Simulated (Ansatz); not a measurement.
```yaml
crystal:
  periodic: [false, false, false]
  atoms:
    - {symbol: B, position_ang: [-0.389990, 0.664820, -0.523307]}
    - {symbol: O, position_ang: [-0.221291, -0.046594, 0.161854]}
    - {symbol: C, position_ang: [0.400263, 0.180126, 0.875011]}
    - {symbol: C, position_ang: [-0.072352, -0.809035, -0.252089]}
    - {symbol: H, position_ang: [-1.004243, 0.482892, -0.952603]}
    - {symbol: H, position_ang: [-0.599223, 1.241055, -0.122999]}
    - {symbol: H, position_ang: [0.371582, 0.831865, -0.985298]}
    - {symbol: H, position_ang: [0.174861, 0.843717, 1.170150]}
    - {symbol: H, position_ang: [1.098012, 0.254331, 0.487889]}
    - {symbol: H, position_ang: [0.337639, -0.368894, 1.406016]}
    - {symbol: H, position_ang: [-0.541081, -0.919752, -0.643961]}
    - {symbol: H, position_ang: [-0.060681, -1.264460, 0.296651]}
    - {symbol: H, position_ang: [0.515731, -0.793171, -0.614317]}
basis:
  gaussian: {orbitals: def2-SVP}
hamiltonian: {xc: {name: wB97X-V}}
scf: {lower_state_search: light}
output: {forces: true}
```

```sh
$ ansatz run in.yaml --threads 4 --pin off --events-out ev --progress --plain --max-ram 10444MiB
```

Shortened log:

```
Functional definition: wB97X-V
1017 factors; integrals over basis functions are off by at most 7.7e-4 eV
307 factors; integrals over basis functions are off by at most 2.9e-6 eV
mean field evaluation 1: about -4830.0308 eV, gradient 9.2e1 eV
mean field evaluation 2: about -4835.5439 eV, gradient 7.7e1 eV
mean field evaluation 4: about -4844.5369 eV, gradient 1.5e0 eV
mean field evaluation 8: about -4845.0747 eV, gradient 3.2e-2 eV
mean field -4845.07471458 eV, -178.0532116511 hartree, gradient 7.7e-5 eV, S^2 0.000000; 0 other end points of the search recorded, 0 dependent functions left out
reference -4845.07471311 eV, -178.0532115971 hartree; 17, 17 occupied and 84, 84 virtual orbitals, 1017 factors
Total energy: -4845.07471311 eV, -178.0532115971 hartree
Atom 0 at    -0.389990     0.664820    -0.523307 Å, force     9.169347    21.290961   -34.176891 eV/Å
Atom 1 at    -0.221291    -0.046594     0.161854 Å, force   -50.960314    48.485076    42.147917 eV/Å
Atom 2 at     0.400263     0.180126     0.875011 Å, force    30.263487    10.110672    30.712887 eV/Å
Atom 3 at    -0.072352    -0.809035    -0.252089 Å, force    29.269258   -67.469837   -10.490595 eV/Å
Atom 4 at    -1.004243     0.482892    -0.952603 Å, force   -25.962800    -6.552569   -20.303423 eV/Å
Atom 5 at    -0.599223     1.241055    -0.122999 Å, force   -11.726862    35.369276    19.560031 eV/Å
Atom 6 at     0.371582     0.831865    -0.985298 Å, force    12.555591     3.687951    -8.825637 eV/Å
Atom 7 at     0.174861     0.843717     1.170150 Å, force    -7.143796    28.516450    14.478390 eV/Å
Atom 8 at     1.098012     0.254331     0.487889 Å, force    24.737104     2.813523    -9.079463 eV/Å
Atom 9 at     0.337639    -0.368894     1.406016 Å, force     0.295086   -21.935559    23.403466 eV/Å
Atom 10 at    -0.541081    -0.919752    -0.643961 Å, force   -55.951175   -18.328763   -49.622281 eV/Å
Atom 11 at    -0.060681    -1.264460     0.296651 Å, force     1.940185   -33.941349    29.547333 eV/Å
Atom 12 at     0.515731    -0.793171    -0.614317 Å, force    43.514888    -2.045835   -27.351735 eV/Å
Dipole moment:     0.076093    -0.495581     0.530432 e Å
```

(1) Something in this input is off. What?

Answers

(1) The geometry is squeezed to about two thirds of its size. The run converged. The result belongs to that input, not to the molecule as meant.
